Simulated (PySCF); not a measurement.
Electron correlation in B²⁺ (boron, charge +2)

[He] 2p1, 2P determinant (an excited configuration). Calculation: PySCF 2.14, in aug-cc-pCVTZ-DK with one added diffuse shell each of s, p, d, f type (8s7p5d3f, 75 functions); the spin-free X2C one-electron Hamiltonian (Gaussian nucleus). Frozen: nothing; 3 electrons correlated.

MP2 pair energies summed by pair of shells (mhartree):

```tsv
pair	energy	share (%)
1s-1s	-38.16	91.0
1s-2p	-3.77	9.0
```

Total MP2 correlation energy: -41.93 mhartree.

Same-spin part -1.83 and opposite-spin part -40.10 mhartree; SCS-MP2 scales them by 1/3 and 6/5 to -48.73 mhartree.
